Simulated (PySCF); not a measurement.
## RbMg: one state, many levels of theory

State: ²Σ⁺ (doublet), unpaired electrons σ ↑. Set-up: basis Rb def2-SVP with ECP28, Mg def2-SVP; scalar-relativistic core potentials; PySCF 2.14. De refers to Rb + Mg in their ground configurations, without counterpoise correction. The functionals are run spin-unrestricted. A positive dipole means Rb(−)Mg(+). Levels whose curve was spin-contaminated or gave no clean fit are not listed.

| Level | Re (Å) | ωe (cm⁻¹) | De (eV) | μ (D) | CPU s a point (SCF and correlation, without the integrals) |
| --- | --- | --- | --- | --- | --- |
| ROHF-MP2 | 4.639 | 32.0 | 0.047 | n/a | 0.071 |
| ROHF-CCSD | 4.523 | 36.4 | 0.050 | n/a | n/a |
| ROHF-CCSD(T) | 4.424 | 42.4 | 0.064 | n/a | 3.3 |
| LDA | 3.953 | 77.6 | 0.227 | -1.55 | 0.14 |
| PBE | 4.089 | 71.2 | 0.177 | -1.98 | 0.28 |
| revPBE | 4.177 | 66.4 | 0.148 | -2.14 | 0.18 |
| TPSS | 4.089 | 76.0 | 0.195 | -2.74 | 0.42 |
| r²SCAN | 4.136 | 70.7 | 0.181 | -2.64 | 0.38 |
| PBE0 | 4.128 | 67.9 | 0.147 | -1.99 | 0.48 |

Question: Which functional lies closest to ROHF-CCSD(T) in De, which farthest, and by how much do they differ from it?

Answer: Closest is PBE0 (-29.6 pm in Re, +60.1 % in ωe, +0.08 eV in De against ROHF-CCSD(T) in the same basis), farthest LDA (-47.1 pm in Re, +83.0 % in ωe, +0.16 eV in De). CCSD(T) converges more slowly with the basis than the functionals do and binds too weakly in this one, so the order can change at the basis-set limit.

Question: What does the step from GGA to meta-GGA do here, going from PBE to r²SCAN?

Answer: r²SCAN less PBE: +4.7 pm in Re, -0.7 % in ωe, +0.00 eV in De. 

Question: What does the gradient correction do here, going from LDA to PBE?

Answer: PBE less LDA: +13.6 pm in Re, -8.2 % in ωe, -0.05 eV in De. The gradient correction favours the more uneven density of free atoms, so it tends to lengthen bonds and takes away much of the overbinding of LDA; so it does here.

Correlated steps freeze 1 core orbital. The bond is weak. Basis-set superposition, not corrected here, can be much of De in a small basis, most of all at correlated wavefunction levels. Functionals without a dispersion term scatter widely for such bonds, and LDA overbinds them. Spin–orbit coupling is left out. The state was picked by a PBE0 search and need not be the measured ground state.

The whole job (state search and all levels along the bond) took about 1 min on 1 thread of Intel Xeon 6975P-C (shared host), peak memory 0.48 GiB.
